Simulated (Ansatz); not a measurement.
Basis-set series for `F[P+](F)(F)[Au-][Cl]`. The species carries charge 0 and has multiplicity 1. Au takes the def2 core potential. Geometry: relaxed with PBE0-D4/def2-TZVP. It is one conformer, not always the lowest.

```
functional       basis  functions  energy (Eh)  HOMO (eV)  LUMO (eV)
   PBE0-D4    def2-SVP        110  -1235.92157      -7.93      -1.41
   PBE0-D4  def2-TZVPP        233  -1236.62239      -8.12      -1.60
   ωB97M-V    def2-SVP        110  -1236.28739     -10.07       0.36
   ωB97M-V  def2-TZVPP        233  -1236.99292     -10.31       0.11
```

(1) Give the rows for def2-QZVPP. (Estimate.)

Answers

(1) Ansatz gave: 
```
functional       basis  functions  energy (Eh)  HOMO (eV)  LUMO (eV)
   PBE0-D4  def2-QZVPP        399  -1236.66726      -8.17      -1.69
   ωB97M-V  def2-QZVPP        399  -1237.03553     -10.38      -0.04
```

Positive LUMOs are unbound and depend on the basis.
